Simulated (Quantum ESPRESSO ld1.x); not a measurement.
The numbers below are computed, except where a source is named.
Mo3+, configuration [Kr] 4d3. Code: ld1.x of Quantum ESPRESSO 7.5. Model: Dirac Kohn-Sham, LDA (Slater exchange, VWN5 correlation), spin-unpolarised, spherical densities, point nucleus; open shells are shared between the two j in proportion to 2j + 1. Some entries of the table are withheld. Estimate them.

| orbital | occ. | eigenvalue (eV) | r(max) (bohr) |
|---|---|---|---|
| 1s1/2 | 2 | -19818.474 | 0.023 |
| 2s1/2 | 2 | -2827.585 | 0.130 |
| 2p1/2 | 2 | -2605.664 | 0.101 |
| 2p3/2 | 4 | -2499.287 | 0.105 |
| 3s1/2 | 2 | -507.960 | 0.385 |
| 3p1/2 | 2 | -423.469 | (1) |
| 3p3/2 | 4 | -405.929 | (2) |
| 3d3/2 | 4 | -255.992 | (3) |
| 3d5/2 | 6 | -252.667 | (4) |
| 4s1/2 | 2 | (5) | 0.983 |
| 4p1/2 | 2 | -71.921 | 1.05 |
| 4p3/2 | 4 | -69.293 | 1.07 |
| 4d3/2 | 1.2 | -33.286 | 1.31 |
| 4d5/2 | 1.8 | -32.996 | 1.32 |

Answer. 
(1) 3p1/2 r(max) (bohr): 0.370
(2) 3p3/2 r(max) (bohr): 0.379
(3) 3d3/2 r(max) (bohr): 0.321
(4) 3d5/2 r(max) (bohr): 0.323
(5) 4s1/2 eigenvalue (eV): -96.350
